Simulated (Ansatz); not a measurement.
System: C$_{4}$H$_{2}$BrSe, net charge -1, singlet state. It need not be the lowest isomer of its formula. Whether it binds its extra electron was not tested at this geometry. 
Coordinates optimised at B3LYP-D3(BJ)/def2-TZVP (Ansatz, a program for electronic structure):
```xyz
8

Br     2.0800    -1.1320     0.3750
C      0.2499    -0.4257     0.1160
C     -0.8819    -1.2625     0.2675
C     -1.9904    -0.5501     0.0409
Se    -1.6439     1.3803    -0.4153
C      0.1522     0.8893    -0.2105
H     -3.0382    -0.8139     0.0561
H      0.9524     1.5993    -0.3466
```
Charge -1, spin multiplicity 1.

Total electronic energies in hartree. Correlated levels leave the core frozen unless marked. No spin-orbit coupling. The frozen core is the preceding noble-gas configuration, with the filled d and f shells of earlier blocks. No relativistic terms. CBS(X,Y): correlation extrapolated as X^-3; Hartree-Fock from the larger set.

The Hartree-Fock reference is unstable (checked in the largest basis), which strains HF and MP2. 

```json
[
 {"level": "HF/6-31G*", "program": "Ansatz", "energy (Eh)": "-5124.18769"},
 {"level": "HF/cc-pVQZ", "program": "Ansatz", "energy (Eh)": "-5124.96960"},
 {"level": "B97M-V/def2-TZVPD", "program": "Ansatz", "energy (Eh)": "-5128.46999"},
 {"level": "r2SCAN0/def2-TZVPD", "program": "Ansatz", "energy (Eh)": "-5129.21371"},
 {"level": "CAM-B3LYP/def2-TZVPD", "program": "Ansatz", "energy (Eh)": "-5129.51304"},
 {"level": "LC-wPBE/def2-TZVPD", "program": "Ansatz", "energy (Eh)": "-5128.53976"},
 {"level": "B2GP-PLYP/def2-TZVPD", "program": "Ansatz", "energy (Eh)": "?"},
 {"level": "MP2/CBS(aug-cc-pVTZ,aug-cc-pVQZ)", "program": "Ansatz", "energy (Eh)": "-5126.0650"},
 {"level": "RI-MP2/aug-cc-pVTZ", "program": "Ansatz", "energy (Eh)": "-5125.94284"},
 {"level": "CCSD/STO-3G", "program": "Ansatz", "energy (Eh)": "-5069.08848"},
 {"level": "CCSD/aug-cc-pVDZ", "program": "Ansatz", "energy (Eh)": "-5125.61456"},
 {"level": "CCSD/cc-pVDZ", "program": "Ansatz", "energy (Eh)": "-5125.54896"},
 {"level": "CCSD/aug-cc-pVTZ", "program": "Ansatz", "energy (Eh)": "-5125.96021"},
 {"level": "CCSD(T)/cc-pVQZ", "program": "Ansatz", "energy (Eh)": "-5126.08098"},
 {"level": "CCSD(T)/CBS(aug-cc-pVTZ,aug-cc-pVQZ)", "program": "Ansatz", "energy (Eh)": "-5126.1334"}
]
```

**Question.** Complete the blanks.

**Answer.** 
- B2GP-PLYP/def2-TZVPD, energy (Eh): -5128.06667
